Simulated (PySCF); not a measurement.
Working with the constants of BiP

RHF-CCSD(T) constants of BiP, ¹Σ⁺ (singlet), closed shell (basis Bi def2-TZVPP with ECP60, P def2-TZVPP; scalar-relativistic core potentials; PySCF 2.14; masses 208.9804 and 30.9738 u):

* ωe: 446.3 cm⁻¹
* ωexe: 1.28 cm⁻¹
* Be: 0.11782 cm⁻¹
* αe: 0.000423 cm⁻¹
* D (centrifugal): 3.29e-08 cm⁻¹
* De to Bi + P: 2.94 eV

Problem. Estimate the standard entropy (1 bar) and heat capacity of the ideal gas at 1000 K, rigid rotor with B0 and harmonic oscillator at the fundamental.

Solution. Translation (Sackur–Tetrode, M = 239.95 u): 202.4 J/(mol K). Rotation: q = kT/(σB0) = 5910 with σ = 1, 80.5. Vibration: x = hcν0/kT = 0.638, 12.19. S° = 295.1 J/(mol K); Cp = 7R/2 + 8.04 = 37.1 J/(mol K).

Correlated steps freeze 9 core orbitals. These are scalar-relativistic numbers at best; spin–orbit coupling would shift them, the dissociation energy most. Where the molecule has an RHF reference, its open-shell atoms are computed with UHF.
